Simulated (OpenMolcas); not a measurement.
Computed levels of Ca

```yaml
Program: OpenMolcas
Method: "XMS-CASPT2, IPEA 0.25 Eh, imaginary shift 0.1 Eh (closed shells correlated: 3s 3p)"
Basis: ANO-RCC-VTZP [6s5p2d1f]
Scalar_Hamiltonian: DKH2, point nucleus
Active_space: 2 electrons in 8 orbitals (4s 4p 5s 5p)
State_averaging: 2S+1 = 3 even, 3 roots; 2S+1 = 1 even, 7 roots; 2S+1 = 3 odd, 3 roots; 2S+1 = 1 odd, 3 roots
Spin-orbit_coupling: state interaction with AMFI integrals over the reference wave functions, term energies averaged over their components
```

Spin-free terms above the lowest, with the occupations of the reference (each correlating shell added to its valence partner):

```tsv
Configuration	Term	E (cm-1)	Occupations
4s2	1S	0.0	4s 1.82 4p 0.17
4s 4p	3P*	15230	4s 1.00 4p 1.00
4s 4p	1P*	27030	4s 1.00 4p 1.00
```

With spin-orbit coupling, above the lowest level:

```csv
Configuration,Term,J,E (cm-1),Measured (cm-1),g,Term weight %
4s2,1S,0,0.0,0.0,,100
4s 4p,3P*,0,15160,15158,,100
4s 4p,3P*,1,15190,15210,1.501,100
4s 4p,3P*,2,15270,15316,1.501,100
4s 4p,1P*,1,27030,23652,1.000,100
```

Against the 4 measured excited levels shown (NIST Handbook of Basic Atomic Spectroscopic Data) the mean absolute deviation is 860 cm-1; the largest miss in energy is 4s 4p 1P* 1: computed 27030, measured 23652 cm-1 (+14.3 %).

The run also gave levels led by 4s 5s, which use shells meant for correlation; these and all levels above them are left out. Computed and measured levels are paired by configuration, term and J; levels that our copy of the source lacks, or whose pairing is in doubt (as where it misses far off the trend of its configuration), stay unpaired and out of the deviations. Only configurations of the active space appear. The first state left out of the spin-orbit step lies near 40000 cm-1 above the lowest spin-free state of the reference (among the parities and spins computed), and the list stops at four fifths of that energy or lower.

The term weight is that of the spin-free term in the level, not the purity of its configuration. * marks odd parity.
